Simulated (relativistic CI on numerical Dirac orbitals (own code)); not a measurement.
# One change at a time: Os XV

Base calculation: Dirac-Coulomb-Breit CI, KLI orbitals optimised for each configuration, model QED, unscaled Slater integrals.

Configurations in the expansion (outside the closed core [Kr] 4d10): 4f¹⁴5s², 4f¹⁴5s5p, 4f¹³5s²5p, 4f¹⁴5s5d, 4f¹³5s²5d, 4f¹⁴5s5f, 4f¹⁴5p5d, 4f¹⁴5s5g, 4f¹³5s²6s, 4f¹⁴5p6s, 4f¹⁴5s6s, 4f¹³5s²5f, 4f¹³5s²6p, 4f¹⁴5s6p, 4f¹³5s²6d, 4f¹⁴5p², 4f¹³5p³, 4f¹³5p²5d, 4f¹⁴5d², 4f¹³5p5d², 4f¹³5d³, 4f¹⁴5f², 4f¹³5p5f², 4f¹³5d5f², 4f¹⁴5p5f, 4f¹³5p²5f, 4f¹³5p5d5f. Double excitations out of closed p, d and f shells are left out; levels of such configurations are missing from the list, as are those of other unlisted configurations, and high levels can miss mixing partners. Some configurations lack a partner that the ground configuration has and come out too high, among them 4f¹³5s²6s, 4f¹³5s²6p, 4f¹³5s²6d, 4f¹³5s²5f.

Variants: (1) valence Slater integrals scaled by 0.9; (2) only the first 3 configurations; (3) non-relativistic limit. Shifts of the energy above 4f¹⁴5s² ¹S0, in cm⁻¹, for the lowest level and the first level of each name with at least 55 % of one term (blank where a level changes its place among those of its configuration and J or its character, or is not in the variant):

| Level | Base | Δ(1) | Δ(2) | Δ(3) |
| --- | --- | --- | --- | --- |
| 4f¹⁴5s² ¹S0 | 0 | 0 | 0 | 0 |
| 4f¹³5s²5p ³D3 | 138439 | +257 | -4397 | +234534 |
| 4f¹³5s²5p ³G3 | 161066 | +60 | -4405 | +218859 |
| 4f¹⁴5s5p ³P°0 | 251530 | +1358 | -7366 | -31261 |
| 4f¹⁴5s5p ³P°1 | 271436 | +96 | -5963 | -51167 |
| 4f¹³5s²5p ³G5 | 274047 | +238 | -3028 | +105879 |
| 4f¹³5s²5p ³D1 | 289011 | +895 | -3050 | +83962 |
| 4f¹³5s²5p ³F4 | 290864 | -1441 | -3000 |  |
| 4f¹⁴5s5p ³P°2 | 389158 | +1088 | -7010 | -168889 |
| 4f¹⁴5s5p ¹P°1 | 451390 | -5105 | +1496 | -152417 |
| 4f¹⁴5p² ³P0 | 590542 | -1605 |  | -91730 |
| 4f¹⁴5p² ³P1 | 705095 | +271 |  | -206283 |
| 4f¹⁴5p² ¹D2 | 707926 | +931 |  |  |
| 4f¹³5s²5d ³P°2 | 744907 | +1632 |  | +86475 |

At this charge transitions that keep the count of f electrons are usually good to a few per cent. Levels and lines within the n = 5 or 6 shells can be off by up to 10 % or somewhat more, and those that change n by about 2 %, since core polarisation is missing. Levels that differ in their count of f electrons can be misplaced by several ten thousand cm⁻¹, since the correlation energy of f electrons is missing or only estimated; rates across such gaps can be off by orders of magnitude.

Ionisation energy from one configuration of each of the two ions, the ground ones as tabulated or assumed: base 331.042 eV. The NIST ASD value (theoretical) is 322 ± 16 eV.

LS names give the leading component of a level, which can be under half, so a name can repeat, a term be missing and a line seem to break the LS rules.
